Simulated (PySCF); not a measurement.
C3H3, doublet, geometry from GFN2-xTB; M06L/6-31G* (PySCF).

Input for PySCF:
```python
from pyscf import gto, scf, dft

mol = gto.Mole()
mol.atom = '''
    C     0.01666932   -0.11091760    0.82667082
    C     0.00408853   -0.69905031   -0.53382474
    C    -0.02162935    0.58225352   -0.59208061
    H     0.93754951   -0.07354811    1.39599007
    H    -0.88439594   -0.10866141    1.42801722
    H    -0.04792456    1.54849588   -1.02860011
'''
mol.basis = '6-31g*'
mol.spin = 1
mol.verbose = 4
mol.build()

mf = dft.UKS(mol)
mf.xc = 'm06l'
mf.grids.atom_grid = (75, 302)
mf.kernel()
```

What the program printed (banner, timings and long lists left out):

```
PySCF version 2.14.0

[INPUT] verbose = 4
[INPUT] num. atoms = 6
[INPUT] num. electrons = 21
[INPUT] charge = 0
[INPUT] spin (= nelec alpha-beta = 2S) = 1
[INPUT] symmetry False subgroup None
[INPUT] Mole.unit = angstrom
[INPUT] Symbol           X                Y                Z      unit          X                Y                Z       unit  Magmom
[INPUT]  1 C      0.016669320000  -0.110917600000   0.826670820000 AA    0.031500449483  -0.209603886394   1.562181444970 Bohr   0.0
[INPUT]  2 C      0.004088530000  -0.699050310000  -0.533824740000 AA    0.007726201952  -1.321013633192  -1.008782557117 Bohr   0.0
[INPUT]  3 C     -0.021629350000   0.582253520000  -0.592080610000 AA   -0.040873547752   1.100299687864  -1.118870196565 Bohr   0.0
[INPUT]  4 H      0.937549510000  -0.073548110000   1.395990070000 AA    1.771711802120  -0.138985784879   2.638038904912 Bohr   0.0
[INPUT]  5 H     -0.884395940000  -0.108661410000   1.428017220000 AA   -1.671266112277  -0.205340305209   2.698561446963 Bohr   0.0
[INPUT]  6 H     -0.047924560000   1.548495880000  -1.028600110000 AA   -0.090564293040   2.926233118217  -1.943772499597 Bohr   0.0

nuclear repulsion = 57.5084799146466
number of shells = 24
number of NR pGTOs = 93
number of NR cGTOs = 48
basis = 6-31g*
ecp = {}

******** <class 'pyscf.dft.uks.UKS'> ********
method = UKS
initial guess = minao
damping factor = 0
level_shift factor = 0
DIIS = <class 'pyscf.scf.diis.CDIIS'>
diis_start_cycle = 1
diis_space = 8
diis_damp = 0
SCF conv_tol = 1e-09
SCF conv_tol_grad = None
SCF max_cycles = 50
direct_scf = True
direct_scf_tol = 1e-13
number electrons alpha = 11  beta = 10
XC library pyscf.dft.libxc version 7.1.2
    S. Lehtola, C. Steigemann, M. J. T. Oliveira, and M. A. L. Marques,  SoftwareX 7, 1–5 (2018)
XC functionals = m06l
    Y. Zhao and D. G. Truhlar,  J. Chem. Phys. 125, 194101 (2006)
    Y. Zhao and D. G. Truhlar,  J. Chem. Phys. 125, 194101 (2006)
    Y. Zhao and D. G. Truhlar,  Theor. Chem. Acc. 120, 215 (2008)
radial grids:
    Treutler-Ahlrichs [JCP 102, 346 (1995); DOI:10.1063/1.469408] (M4) radial grids

becke partition: Becke, JCP 88, 2547 (1988); DOI:10.1063/1.454033
pruning grids: <function nwchem_prune>
grids dens level: 3
symmetrized grids: False
atomic radii adjust function: <function treutler_atomic_radii_adjust>
User specified grid scheme (75, 302)
small_rho_cutoff = 0
Set gradient conv threshold to 3.16228e-05
tot grids = 86872
init E= -116.243331775515

cycle= 1 E= -115.89612321434  delta_E= 0.347  |g|= 0.205  |ddm|=  1.7
cycle= 2 E= -115.891276209808  delta_E= 0.00485  |g|= 0.232  |ddm|= 0.484
cycle= 3 E= -115.917902312207  delta_E= -0.0266  |g|= 0.0891  |ddm|= 0.298
cycle= 4 E= -115.921843693014  delta_E= -0.00394  |g|= 0.0333  |ddm|= 0.0932
cycle= 5 E= -115.922475974228  delta_E= -0.000632  |g|= 0.0052  |ddm|= 0.0334
cycle= 6 E= -115.922519624991  delta_E= -4.37e-05  |g|= 0.00332  |ddm|= 0.0117
cycle= 7 E= -115.922531571048  delta_E= -1.19e-05  |g|= 0.0021  |ddm|= 0.00652
cycle= 8 E= -115.922539208146  delta_E= -7.64e-06  |g|= 0.000488  |ddm|= 0.00596
cycle= 9 E= -115.922540093306  delta_E= -8.85e-07  |g|= 0.000122  |ddm|= 0.00257
cycle= 10 E= -115.922540132614  delta_E= -3.93e-08  |g|= 4.03e-05  |ddm|= 0.000552
cycle= 11 E= -115.922540134406  delta_E= -1.79e-09  |g|= 1.01e-05  |ddm|= 0.000108
cycle= 12 E= -115.922540134471  delta_E= -6.53e-11  |g|= 6.31e-06  |ddm|= 2.09e-05
Extra cycle  E= -115.92254013439  delta_E= 8.11e-11  |g|= 1.39e-05  |ddm|= 1.86e-05
converged SCF energy = -115.92254013439  <S^2> = 0.7616888  2S+1 = 2.0116548
```
